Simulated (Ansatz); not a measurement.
A run for Ansatz (a program for electronic structure): R-B3LYP/def2-TZVPP on GaH3 (SMILES [GaH3]), atoms moved off the minimum.

Ansatz 0.2 input:
```yaml
crystal:
  periodic: [false, false, false]
  atoms:
    - {symbol: Ga, position_ang: [0.01214161, 0.04110696, -0.13122220]}
    - {symbol: H, position_ang: [0.56982517, -0.38446468, 1.35979376]}
    - {symbol: H, position_ang: [-0.31172800, 1.33393241, -0.44811308]}
    - {symbol: H, position_ang: [-0.29341317, -1.17621963, -1.13967691]}
basis:
  gaussian:
    orbitals: def2-TZVPP
hamiltonian:
  xc: {name: B3LYP}
scf: {lower_state_search: off}
output: {forces: true}
```

Program output:

```
WARN ansatz: RAYON_NUM_THREADS=1 ignored (pool sized by the plan → 1); use --threads N
Functional definition: B3LYP
these checks for a lower state are left out or cut short: stability, starts, cluster_reference, orbital_swaps, neighbouring_geometries, increment
integrals: 0.02 GiB planned
580 factors; their error is unknown
mean field: 0.21 GiB planned
mean field evaluation 1: about -52426.1677 eV, gradient 2.6e1 eV
mean field evaluation 2: about -52426.2358 eV, gradient 3.3e1 eV
mean field evaluation 4: about -52427.0285 eV, gradient 1.8e-1 eV
mean field evaluation 8: about -52427.1775 eV, gradient 1.0e-1 eV
mean field evaluation 16: about -52427.1775 eV, gradient 1.6e-6 eV
mean field -52427.17751619 eV, -1926.6632373025 hartree, gradient 1.7e-6 eV, S^2 0.000000; 0 other end points of the search recorded, 0 dependent functions left out
the calculation of the forces begins
reference -52427.17773244 eV, -1926.6632452497 hartree; 17, 17 occupied and 73, 73 virtual orbitals, 580 factors
Total energy: -52427.17773244 eV, -1926.6632452497 hartree
Atom 0 at     0.012142     0.041107    -0.131222 Å, force     0.891977    -4.628373     1.553541 eV/Å
Atom 1 at     0.569825    -0.384465     1.359794 Å, force    -0.219114     0.268955    -0.854772 eV/Å
Atom 2 at    -0.311728     1.333932    -0.448113 Å, force    -0.863363     3.973789    -0.980628 eV/Å
Atom 3 at    -0.293413    -1.176220    -1.139677 Å, force     0.190499     0.385628     0.281860 eV/Å
Dipole moment:     0.006578     0.123990    -0.055971 e Å
Checks for a lower state left out: stability, starts, cluster_reference, orbital_swaps, neighbouring_geometries, increment
```

The run converged.

Cost: roughly 0.9 core-seconds.
